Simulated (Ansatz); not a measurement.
`C[SiH2][AlH][F]` + `[OH][GeH3]` → `C[SiH2][O][GeH3]` + `[F][AlH2]`  (cleavage of the Si–Al bond)

Gas-phase electronic energies from Ansatz, PBE0-D4/def2-TZVP geometries. CCSD(T)/CBS adds triple-zeta CCSD(T) − MP2 to the extrapolated MP2 energy (def2 sets, frozen cores). This one scheme is used for every species. For Ge outer-core shells are correlated without core-valence functions, which leaves a few kJ/mol of doubt a bond. Scalar relativity is left out up to krypton. One conformer a species, not always the lowest.

| species | CCSD(T)/CBS(def2) energy (Eh) |
| --- | --- |
| `C[SiH2][AlH][F]` | -672.62263 |
| `[OH][GeH3]` | -2153.69723 |
| `C[SiH2][O][GeH3]` | -2483.29571 |
| `[F][AlH2]` | -343.06661 |

Question: Work out ΔE.

Answer: ΔE = (-2483.29571) + (-343.06661) − (-672.62263) − (-2153.69723) = -0.04246 Eh = -1.16 eV.

Largest T1 diagnostic among the species: 0.012.

At CCSD(T), def2-SVP lies +0.06 eV from the extrapolated value and def2-TZVPP +0.00 eV. Leaving LDA and LC-ωPBE aside and taking each functional with its dispersion term where it has one, the values, not all of them listed here, spread over 0.41 eV, from BHLYP-D4 to PBE-D4. LDA lies −0.07 eV from PBE without D4. From PBE to PBE0 (25 % exact exchange), in def2-TZVPP and without D4, ΔE moves by −0.10 eV.
